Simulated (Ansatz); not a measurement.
Reactions of FH₆NSi₂, SMILES `F[SiH2]N[SiH3]`.

Computed with Ansatz on PBE0-D4/def2-TZVP structures; ΔE is electronic, products minus reactants. CCSD(T)/CBS adds triple-zeta CCSD(T) − MP2 to the extrapolated MP2 energy (def2 sets, frozen cores). Small cases extrapolate CCSD(T) itself. Open shells (•) are unrestricted, without spin–orbit coupling. Spin–orbit coupling would lower the free atoms: a little for F, Si. Bonds to Se are less sure, by a few kJ/mol each and by 10 to 20 or more in all where they break to atoms, as the def2 sets lack core-valence functions. Scalar relativity is left out up to krypton. One conformer a species, not always the lowest.

(1) Order these by ΔE at CCSD(T)/CBS, lowest first. (Best estimate.)
A. `F[SiH2]N[SiH3]` + H₂Se → `[SiH3]N[SiH2][SeH]` + H–F
B. `F[SiH2]N[SiH3]` + `CSCS` → `CSCS[SiH3]` + `N[SiH2]F`
C. `F[SiH2]N[SiH3]` → F• + 6 H• + N• + 2 Si•
D. `F[SiH2]N[SiH3]` + `CC(=O)Cl` → `[SiH3]N[SiH2]Cl` + `CC(=O)F`
E. `F[SiH2]N[SiH3]` + H₂O → `O[SiH2]N[SiH3]` + H–F
F. `F[SiH2]N[SiH3]` + `C=N` → `C=N[SiH2]N[SiH3]` + H–F
G. `F[SiH2]N[SiH3]` + `O=C[SiH](O)Cl` → `O=C[SiH](Cl)O[SiH3]` + `N[SiH2]F`
H. `F[SiH2]N[SiH3]` + `CNC` → `CN(C)[SiH3]` + `N[SiH2]F`

Largest T1 diagnostic: 0.014, for `CC(=O)Cl`.

Extrapolated directly: `F[SiH2]N[SiH3]` → F• + 6 H• + N• + 2 Si•.

Answers

(1) G (-51.2 kJ/mol), B (-6.8 kJ/mol), H (+8.6 kJ/mol), D (+28.8 kJ/mol), E (+47.4 kJ/mol), A (+80.3 kJ/mol), F (+104.8 kJ/mol), C (+3382.0 kJ/mol).
